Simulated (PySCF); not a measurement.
## Spin-rotation constants: SMILES [SiH3]CCS, C2H8SSi

Molfile (atoms numbered from 1):
```
C2H8SSi
     RDKit          3D

 12 11  0  0  0  0  0  0  0  0999 V2000
    1.7977    0.1586   -0.1014 Si  0  0  0  0  0  4  0  0  0  0  0  0
   -0.0548    0.1353   -0.5523 C   0  0  0  0  0  0  0  0  0  0  0  0
   -0.9069   -0.4308    0.5624 C   0  0  0  0  0  0  0  0  0  0  0  0
   -2.6830   -0.5368    0.1161 S   0  0  0  0  0  0  0  0  0  0  0  0
    2.2491   -1.2096    0.1517 H   0  0  0  0  0  0  0  0  0  0  0  0
    2.5300    0.7465   -1.2214 H   0  0  0  0  0  0  0  0  0  0  0  0
    1.9806    0.9700    1.1032 H   0  0  0  0  0  0  0  0  0  0  0  0
   -0.2119   -0.4566   -1.4561 H   0  0  0  0  0  0  0  0  0  0  0  0
   -0.3896    1.1495   -0.7841 H   0  0  0  0  0  0  0  0  0  0  0  0
   -0.6283   -1.4584    0.7932 H   0  0  0  0  0  0  0  0  0  0  0  0
   -0.8332    0.1658    1.4716 H   0  0  0  0  0  0  0  0  0  0  0  0
   -2.8484    0.7659   -0.1089 H   0  0  0  0  0  0  0  0  0  0  0  0
  1  2  1  0
  2  3  1  0
  3  4  1  0
  1  5  1  0
  1  6  1  0
  1  7  1  0
  2  8  1  0
  2  9  1  0
  3 10  1  0
  3 11  1  0
  4 12  1  0
M  END
```

Computed, not measured: PySCF, GIAO PBE0/pcSseg-1 magnetisability, rotational g tensor and spin-rotation constants, non-relativistic, gas phase. Geometry: GFN2-xTB.

Problem. Give the nuclear spin-rotation constants along the inertial axes (H = +C I·J) beside the isotropic shieldings.

Solution. Rotational constants 20.9351, 1.4445, 1.4055 GHz. A star marks the isotopologue with that one atom substituted, in its own axes.
```tsv
atom	isotope	Caa (kHz)	Cbb (kHz)	Ccc (kHz)	mean (kHz)	σ (ppm)
H5	1H	-1.927	-0.066	-0.021	-0.671	28.0
H6	1H	-1.003	-0.010	-0.132	-0.382	27.8
H7	1H	-1.927	-0.088	0.001	-0.671	28.0
H8	1H	-2.158	-0.111	-0.030	-0.766	30.4
H9	1H	-2.231	-0.089	-0.062	-0.794	30.9
H10	1H	-2.186	-0.087	-0.037	-0.770	29.7
H11	1H	-2.292	-0.098	0.006	-0.795	28.8
H12	1H	-2.675	-0.101	-0.029	-0.935	30.1
Si1	29Si*	-10.595	-0.812	-0.779	-4.062	423.1
C2	13C*	2.837	0.205	0.222	1.088	166.5
C3	13C*	3.110	0.218	0.251	1.193	156.6
S4	33S*	3.990	0.318	0.430	1.579	535.2
```
For the geometry as given, no vibrational averaging.

Problem. How do the rotational constants and the g tensor change when H5, H6, H7, H8, H9, H10, H11, H12 are replaced by deuterium?

Solution. Constants 12.5266, 1.3125, 1.2731 GHz; g -0.0192, -0.0098, -0.0110, against -0.0318, -0.0106, -0.0121 before.
